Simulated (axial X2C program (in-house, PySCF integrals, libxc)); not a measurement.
**Outer orbitals of ZrAs at 2.343 Å, HF**

All values were computed with an in-house relativistic program for diatomic molecules. Spin-free means the one-electron spin-free X2C Hamiltonian; two-component (2c) means X2C with spin–orbit coupling and atomic mean-field two-electron Coulomb and Gaunt terms, so the difference of the two also holds small scalar two-electron terms. Basis: Zr dyall-v3z [11s12p9d4f2g], As dyall-v3z [9s9p6d1f] (cores contracted in-house); Gaussian nuclei, density fitting, unrestricted open shells. Masses: Zr 89.905 u, As 74.922 u.

The distance is close to the 2c PBE0 minimum; the highest filled and lowest empty levels are listed.

Spin-free orbitals, state M_S = 1/2, Λ = 2 (beyond evenly filled blocks: δ+α) (Löwdin shares):

| symmetry | occupied | ε (eV) | atomic character |
| --- | --- | --- | --- |
| σβ | yes | -21.10 | 65% As s, 12% Zr p, 11% Zr d |
| σα | yes | -16.89 | 63% As s, 11% Zr p, 11% Zr d |
| σβ | yes | -9.90 | 75% As p, 12% Zr d, 5% Zr s |
| π+β | yes | -8.68 | 69% As p, 15% Zr d, 7% Zr f |
| π-β | yes | -8.68 | 69% As p, 15% Zr d, 7% Zr f |
| δ+α | yes | -8.46 | 99% Zr d |
| π+α | yes | -8.19 | 77% Zr d, 17% As p, 3% As d |
| π-α | yes | -7.32 | 44% As p, 43% Zr d, 7% Zr p |
| σα | yes | -6.51 | 64% Zr s, 21% Zr p, 11% As p |
| π+α | no | -0.22 | 78% Zr p, 13% As p, 7% Zr d |
| σβ | no | 0.16 | 79% Zr s, 15% Zr p, 4% Zr d |
| π-α | no | 0.25 | 79% Zr p, 19% Zr d |
| σα | no | 0.28 | 48% As p, 24% Zr d, 21% Zr s |

Spinors with spin–orbit coupling (state Ω = 5/2):

| ω | occupied | ε (eV) | atomic character | λ mixture |
| --- | --- | --- | --- | --- |
| -1/2 | yes | -21.05 | 65% As s, 12% Zr p, 11% Zr d | 100% σ |
| 1/2 | yes | -16.95 | 63% As s, 11% Zr p, 11% Zr d | 100% σ |
| -1/2 | yes | -9.87 | 75% As p, 12% Zr d, 5% Zr s | 100% σ |
| 1/2 | yes | -8.81 | 69% As p, 15% Zr d, 7% Zr f | 97% π, 3% σ |
| -3/2 | yes | -8.56 | 68% As p, 16% Zr d, 7% Zr f | 100% π |
| 5/2 | yes | -8.45 | 99% Zr d | 100% δ |
| 3/2 | yes | -8.23 | 79% Zr d, 16% As p, 3% As d | 100% π |
| -1/2 | yes | -7.40 | 46% As p, 40% Zr d, 8% Zr p | 100% π |
| 1/2 | yes | -6.51 | 64% Zr s, 21% Zr p, 11% As p | 99% σ, 1% π |
| 3/2 | no | -0.21 | 79% Zr p, 13% As p, 6% Zr d | 100% π |
| -1/2 | no | 0.16 | 79% Zr s, 15% Zr p, 4% Zr d | 100% σ |
| -1/2 | no | 0.25 | 79% Zr p, 19% Zr d | 100% π |
| 1/2 | no | 0.28 | 46% As p, 25% Zr d, 20% Zr s | 98% σ, 2% π |

Mulliken charges and populations of the two-component result (they depend on the basis, above all on diffuse functions):

Zr 0.25 e (s 8.84 p 18.32 d 12.53 f 0.05 g 0.01), As -0.25 e (s 7.84 p 15.36 d 10.04 f 0.01). ⟨Lz⟩ = 1.98 ħ and ⟨Sz⟩ = 0.52 ħ (1.42 and -0.91 on the two atoms), which add up to Ω.

The state is one determinant whose occupation by symmetry is held fixed; it was picked as the lowest of a PBE0 search that is not exhaustive. The determinant is spin-polarised beyond a pure state at some levels (its spin-free form has ⟨S²⟩ too high), which makes Re and μ there less reliable. Under one Hamiltonian the search converged a single determinant, so lower ones may well exist.
